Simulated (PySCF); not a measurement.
Geometry:
```csv
atom,x (Å),y (Å),z (Å)
N1,1.773,0.687,0.205
Si2,1.195,-0.937,-0.019
B3,-0.812,-0.967,-0.068
Si4,-1.875,0.739,0.005
H5,2.750,0.850,0.424
H6,1.427,1.413,-0.414
H7,1.712,-1.756,1.126
H8,1.670,-1.642,-1.269
H9,-1.380,-2.035,-0.073
H10,-1.969,1.080,1.465
H11,-3.267,0.655,-0.540
H12,-1.184,1.884,-0.674
```

Geometry: PBE0-D3(BJ)/def2-SVP; GIAO absolute shieldings from PySCF 2.14.0 with density-fitted response routines, gas phase, non-relativistic, averaged over equivalent atoms.

At PBE0/cc-pVDZ (104 basis functions, 9.3 s wall time on 1 thread of an Arm Neoverse V1, shared host):
```json
{"atoms": "N1", "σ (ppm)": "274.8"}
{"atoms": "Si2", "σ (ppm)": "460.7"}
{"atoms": "Si4", "σ (ppm)": "504.9"}
{"atoms": "B3", "σ (ppm)": "-36.6"}
{"atoms": "H9", "σ (ppm)": "17.26"}
{"atoms": "H7/H8", "σ (ppm)": "26.14"}
{"atoms": "H10/H11/H12", "σ (ppm)": "27.31"}
{"atoms": "H5/H6", "σ (ppm)": "31.33"}
```

Question: Predict the values at PBE0/cc-pVTZ on the same geometry.

Answer: 
```tsv
atoms	σ at PBE0/cc-pVTZ	change
N1	266.3	-8.5
Si2	400.5	-60.2
Si4	456.0	-48.9
B3	-50.2	-13.6
H9	17.25	-0.01
H7/H8	26.02	-0.12
H10/H11/H12	27.30	-0.01
H5/H6	31.13	-0.20
```

The largest change is at Si2 (silicon bonded to B, N, 2 H). Cost: 240 basis functions, 29 s wall time on 1 thread of an Arm Neoverse V1, shared host.
